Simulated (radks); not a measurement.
Results of a calculation; reference values are marked as such.
Species: Ti2+. Configuration: [Ne] 3s2 3p5 3d2 4f1 (not the ground configuration). Code: a radial shooting solver on a logarithmic mesh with Libxc functionals. Model: scalar-relativistic Kohn-Sham, revPBE, spin-polarised, spherical densities, finite nucleus; open shells are filled with parallel spins first; Fermi nuclear charge, rms radius 3.5921 fm.

Unscreened Slater integrals over Kohn-Sham orbitals (hartree). They are taken over the spin-up orbitals.

integral       value
F0(4f,4f)    0.15842
F2(4f,4f)   0.088490
F4(4f,4f)   0.059226
F6(4f,4f)   0.043892
F0(4f,3d)    0.19790
F2(4f,3d)   0.021284
F4(4f,3d)  0.0065936
G1(4f,3d)  0.0073653
G3(4f,3d)  0.0041851
G5(4f,3d)  0.0028565
F0(4f,3p)    0.19818
F2(4f,3p)   0.015594
G2(4f,3p)  0.0022326
G4(4f,3p)  0.0014361
F0(4f,3s)    0.19823
G3(4f,3s)  0.0012517
F0(3d,3d)    0.74232
F2(3d,3d)    0.35323
F4(3d,3d)    0.22182
F0(3d,3p)    0.79442
F2(3d,3p)    0.38353
G1(3d,3p)    0.47738
G3(3d,3p)    0.29083
F0(3d,3s)    0.81514
G2(3d,3s)    0.36537
F0(3p,3p)    0.86038
F2(3p,3p)    0.43450
F0(3p,3s)    0.88447
G1(3p,3s)    0.58971
F0(3s,3s)    0.91106

Derived for the open shells (J is the average intra-shell exchange parameter used in DFT+U). 3p: J = F2/5 = 0.08690 hartree. 3d: Racah B = F2/49 - 5 F4/441 = 0.004694 hartree, C = 35 F4/441 = 0.01760 hartree, C/B = 3.75, F4/F2 = 0.628, J = (F2 + F4)/14 = 0.04107 hartree. 4f: F4/F2 = 0.669, F6/F2 = 0.496, J = (286 F2 + 195 F4 + 250 F6)/6435 = 0.007433 hartree.
